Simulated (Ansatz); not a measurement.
`B[As](N)[GaH2]` and `B[AsH]N` differ in one atom or group.

Ansatz, PBE0-D4/def2-TZVP geometries, multiplicity 1. Each molecule was computed in one conformer, which needn't be the lowest.

Scalar relativity is left out up to krypton.

```tsv
property	`B[As](N)[GaH2]`
HOMO energy (PBE/def2-TZVPP) / eV	-5.57
HOMO–LUMO gap (ωB97M-V/def2-TZVPP) / eV	7.96
HOMO energy (ωB97M-V/def2-TZVPP) / eV	-8.58
HOMO–LUMO gap (PBE/def2-TZVPP) / eV	2.45
zero-point energy (PBE0-D4/def2-TZVP) / kJ/mol	160.1
HOMO energy (PBE0/def2-TZVPP) / eV	-6.59
```

What does the change do to each property? (Estimate.)

The calculation gave: 
| property | `B[AsH]N` | shift |
| --- | --- | --- |
| HOMO energy (PBE/def2-TZVPP) / eV | -5.95 | -0.38 |
| HOMO–LUMO gap (ωB97M-V/def2-TZVPP) / eV | 9.02 | 1.06 |
| HOMO energy (ωB97M-V/def2-TZVPP) / eV | -9.14 | -0.56 |
| HOMO–LUMO gap (PBE/def2-TZVPP) / eV | 3.04 | 0.59 |
| zero-point energy (PBE0-D4/def2-TZVP) / kJ/mol | 143.3 | -16.8 |
| HOMO energy (PBE0/def2-TZVPP) / eV | -7.03 | -0.44 |

With PBE0 the HOMO falls by 0.44 eV and the LUMO rises by 0.35 eV, so the gap widens by about 0.79 eV. PBE moves the HOMO by -0.38 eV and ωB97M-V by -0.56 eV. The zero-point energy changes by -16.8 kJ/mol with -6 modes.
